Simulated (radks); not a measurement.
Task: The table gives one normalised radial function P(r) = r R(r) of Pb3+ in [Xe] 4f14 5d10 6s1 (r in bohr). All-electron calculation, scalar-relativistic Kohn-Sham, PW91, spin-polarised, spherical densities, finite nucleus; open shells are filled with parallel spins first (spin-orbit coupling, left out, can overturn this in heavy ions); Fermi nuclear charge, rms radius 5.5012 fm. Program: a radial shooting solver on a logarithmic mesh with Libxc functionals.

r           P
0.002786   0.0002
0.003217   0.0003
0.003745   0.0004
0.00436    0.0006
0.005076   0.0008
0.005909   0.0013
0.00688    0.0019
0.008009   0.0028
0.009249   0.0041
0.01077    0.0061
0.01254    0.0090
0.01459    0.0131
0.01699    0.0190
0.01978    0.0274
0.02302    0.0389
0.02659    0.0537
0.03096    0.0742
0.03604    0.1008
0.04195    0.1341
0.04884    0.1737
0.05686    0.2184
0.06619    0.2645
0.07644    0.3043
0.08899    0.3337
0.1036     0.3396
0.1206     0.3104
0.1404     0.2367
0.1635     0.1159
0.1903    -0.0439
0.2198    -0.2117
0.2558    -0.3734
0.2978    -0.4797
0.3467    -0.4942
0.4037    -0.3966
0.4699    -0.1916
0.5471     0.0902
0.6318     0.3834
0.7355     0.6673
0.8562     0.8770
0.9968     0.9827
1.16       0.9804
1.351      0.8888
1.573      0.7391
1.816      0.5743
2.114      0.4036
2.462      0.2571
2.866      0.1465
3.336      0.0739
3.884      0.0326
4.521      0.0121
5.222      0.0038
6.079      0.0009
7.077      0.0002
8.238      0.0000

Which n and l does it have? It may be an empty orbital.

Result: n = 5, l = 2: the number of nodes gives n - l - 1 = 2, the rise at small r (about r^(l+1), flatter next to the nucleus through relativity) gives l, and the extent must fit the shell. The curve is that of 5d up; the table hardly tells the two spins apart. 5d up: eigenvalue -49.691 eV, 2 radial nodes at r = 0.183, 0.523 bohr, <r> = 1.28 bohr, 90 % of the charge inside 1.93 bohr.
